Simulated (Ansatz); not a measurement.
```yaml
crystal:
  periodic: [false, false, false]
  atoms:
    - {symbol: C, position_ang: [1.659778, -1.071685, 0.241353]}
    - {symbol: O, position_ang: [0.971354, 0.125636, 0.055893]}
    - {symbol: Mo, position_ang: [-0.658947, 0.872204, -0.010838]}
    - {symbol: O, position_ang: [-1.119087, -0.534317, -1.156206]}
    - {symbol: F, position_ang: [-2.470737, 1.243275, -0.127663]}
    - {symbol: F, position_ang: [-0.432472, 2.367289, 1.048419]}
    - {symbol: F, position_ang: [-0.255024, 2.020003, -1.398960]}
    - {symbol: Cl, position_ang: [-1.138969, -0.290795, 1.934844]}
    - {symbol: H, position_ang: [1.349219, -1.776973, -0.534856]}
    - {symbol: H, position_ang: [1.394246, -1.465360, 1.228716]}
    - {symbol: H, position_ang: [2.731292, -0.878131, 0.178808]}
    - {symbol: H, position_ang: [-2.030663, -0.611147, -1.459499]}
basis:
  gaussian: {orbitals: def2-mTZVPP}
total_charge: -2
hamiltonian: {xc: {name: wB97M-V}}
output: {forces: true}
```

```sh
$ ansatz run in.yaml --threads 2 --pin off --events-out ev --progress --plain --max-ram 32768MiB --backend cpu
```

Output, abridged:

```
Functional definition: wB97M-V
  name "wB97M-V"
  cite "Mardirossian & Head-Gordon, J. Chem. Phys. 144, 214110 (2016) doi:10.1063/1.4952647"
  cite "Becke, J. Chem. Phys. 107, 8554 (1997) doi:10.1063/1.475007"
  cite "Vydrov & Van Voorhis, J. Chem. Phys. 133, 244103 (2010) doi:10.1063/1.3521275"
  # Of w^i u^j: cxij and so on, Table III.
  parameter omega = 0.3/bohr
  parameter cx = 0.15
  parameter cx01 = 1.007
  parameter cx10 = 0.259
  parameter css00 = 0.443
  parameter css04 = -1.437
  parameter css10 = -4.535
  parameter css20 = -3.390
  parameter css43 = 4.278
  parameter cos00 = 1.000
  parameter cos10 = 1.358
  parameter cos20 = 2.924
  parameter cos21 = -8.812
  parameter cos60 = -1.390
  parameter cos61 = 9.142
  parameter b = 6.0
  parameter c = 0.01
  gx(w, u) = 1 - cx + cx01*u + cx10*w
  gss(w, u) = css00 + css04*u^4 + css10*w + css20*w^2 + css43*w^4*u^3
  gos(w, u) = cos00 + cos10*w + (cos20 + cos21*u)*w^2 + (cos60 + cos61*u)*w^6
  exchange = spin_sum(e_x_unif_sr(omega)*gx(b97_w, b97_u_x)) + cx*exact_x_sr(omega) + exact_x_lr(omega)
  correlation = spin_sum(e_c_pw_mod_same_spin*gss(b97_w, b97_u_same))
      + integral(e_c_pw_mod_opposite_spin*gos(b97_w_opposite, b97_u_opposite)) + vv10(b, c)
1758 factors; their error is unknown
512 factors; integrals over basis functions are off by at most 1.0e-5 eV
mean field evaluation 1: about -27704.0849 eV, gradient 8.6e1 eV
mean field evaluation 2: about -27525.0063 eV, gradient 3.4e2 eV
mean field evaluation 4: about -27723.4992 eV, gradient 4.1e1 eV
mean field evaluation 8: about -27726.9835 eV, gradient 6.0e-1 eV
mean field evaluation 16: about -27727.0102 eV, gradient 3.4e-1 eV
mean field evaluation 32: about -27726.9697 eV, gradient 3.0e-1 eV
mean field -27727.08421793 eV, -1018.9515509162 hartree, gradient 1.7e-5 eV, S^2 0.000000; 4 other end points of the search recorded, 0 dependent functions left out
the calculation of the forces begins
reference -27727.08430545 eV, -1018.9515541327 hartree; 43, 43 occupied and 176, 176 virtual orbitals, 1758 factors
Total energy: -27727.08430545 eV, -1018.9515541327 hartree
Atom 0 at     1.659778    -1.071685     0.241353 Å, force    -1.148084     1.044235     0.099986 eV/Å
Atom 1 at     0.971354     0.125636     0.055893 Å, force     5.629198    -2.404667    -0.831521 eV/Å
Atom 2 at    -0.658947     0.872204    -0.010838 Å, force    -0.264693    -0.139843     3.224476 eV/Å
Atom 3 at    -1.119087    -0.534317    -1.156206 Å, force    -0.970986    -4.305808    -3.513968 eV/Å
Atom 4 at    -2.470737     1.243275    -0.127663 Å, force    -4.278469     1.683881    -0.484530 eV/Å
Atom 5 at    -0.432472     2.367289     1.048419 Å, force     0.111244     3.438934     2.258457 eV/Å
Atom 6 at    -0.255024     2.020003    -1.398960 Å, force     0.816821     3.005933    -3.911632 eV/Å
Atom 7 at    -1.138969    -0.290795     1.934844 Å, force    -0.836475    -1.778421     2.659440 eV/Å
Atom 8 at     1.349219    -1.776973    -0.534856 Å, force     0.078919    -0.241947    -0.037070 eV/Å
Atom 9 at     1.394246    -1.465360     1.228716 Å, force     0.136766    -0.368465     0.147358 eV/Å
Atom 10 at     2.731292    -0.878131     0.178808 Å, force     0.344143    -0.159214    -0.005301 eV/Å
Atom 11 at    -2.030663    -0.611147    -1.459499 Å, force     0.381616     0.225383     0.394306 eV/Å
Dipole moment:     0.466530    -0.378882    -0.218214 e Å
```

Problem. What is wrong with this run?

Solution. The charge is far from anything that the molecule holds. The run converged. The result belongs to that input, not to the molecule as meant.
